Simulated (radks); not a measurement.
The numbers below are computed, except where a source is named.
Species: Te38+. Configuration: [Ne] 3s2 3p2. Level of theory: scalar-relativistic Kohn-Sham, LDA (Slater exchange, VWN5 correlation), spin-polarised, spherical densities, finite nucleus; open shells are filled with parallel spins first (spin-orbit coupling, left out, can overturn this in heavy ions); Fermi nuclear charge, rms radius 4.7423 fm (a radial shooting solver on a logarithmic mesh with Libxc functionals).

Unscreened Slater integrals over Kohn-Sham orbitals (hartree). They are taken over the spin-up orbitals. Empty in this configuration: 3d.

integral     value
F0(3p,3p)   3.2318
F2(3p,3p)   1.6233
F0(3p,3s)   3.1720
G1(3p,3s)   2.0466
F0(3p,2p)   4.2717
F2(3p,2p)   1.0983
G0(3p,2p)  0.43814
G2(3p,2p)  0.48419
F0(3p,2s)   4.1414
G1(3p,2s)  0.34808
F0(3p,3d)   3.3969
F2(3p,3d)   1.6323
G1(3p,3d)   1.7043
G3(3p,3d)   1.1539
F0(3s,3s)   3.1242
F0(3s,2p)   4.0909
G1(3s,2p)  0.42706
F0(3s,2s)   4.0019
G0(3s,2s)  0.34098
F0(3s,3d)   3.3300
G2(3s,3d)   1.2731
F0(2p,2p)   8.8361
F2(2p,2p)   4.1995
F0(2p,2s)   8.1038
G1(2p,2s)   4.5987
F0(2p,3d)   4.6406
F2(2p,3d)   1.4355
G1(2p,3d)   1.3563
G3(2p,3d)  0.78336
F0(2s,2s)   7.6423
F0(2s,3d)   4.5786
G2(2s,3d)   1.2621
F0(3d,3d)   3.6838
F2(3d,3d)   1.9161
F4(3d,3d)   1.2426

Derived for the open shells (J is the average intra-shell exchange parameter used in DFT+U). 3p: J = F2/5 = 0.3247 hartree.
